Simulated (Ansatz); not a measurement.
C₃H₃, doublet (typed; the unrestricted solution is spin-contaminated), geometry from GFN2-xTB; Ansatz (a first-principles code) with HF/6-31G.

Ansatz was given this input:
Ansatz 0.2 input:
```yaml
crystal:
  periodic: [false, false, false]
  atoms:
    - {symbol: C, position_ang: [1.30815180, -0.19129891, 0.14654059]}
    - {symbol: C, position_ang: [0.10901014, -0.01594121, 0.01221143]}
    - {symbol: C, position_ang: [-1.22056561, 0.17849066, -0.13672909]}
    - {symbol: H, position_ang: [2.33913641, -0.34206600, 0.26203260]}
    - {symbol: H, position_ang: [-1.59247811, 1.02636034, -0.68281534]}
    - {symbol: H, position_ang: [-1.92623626, -0.51179755, 0.28864513]}
basis:
  gaussian:
    orbitals: 6-31G
hamiltonian:
  xc: hf
magnetization: {spin_polarized: true, initial_magnetization: 1}
```

Output, abridged:

```
Functional definition: HF
477 factors; integrals over basis functions are off by at most 2.6e-4 eV
mean field evaluation 1: about -3133.4006 eV, gradient 1.3e1 eV
mean field evaluation 2: about -3133.4098 eV, gradient 1.3e1 eV
mean field evaluation 4: about -3134.9430 eV, gradient 2.2e0 eV
mean field evaluation 8: about -3135.1013 eV, gradient 5.2e-1 eV
mean field -3135.13289644 eV, -115.2140088748 hartree, gradient 1.9e-5 eV, S^2 1.005747; 0 other end points of the search recorded, 0 dependent functions left out
reference -3135.13289644 eV, -115.2140088748 hartree; 11, 10 occupied and 22, 23 virtual orbitals, 477 factors
Total energy: -3135.13289644 eV, -115.2140088748 hartree
```
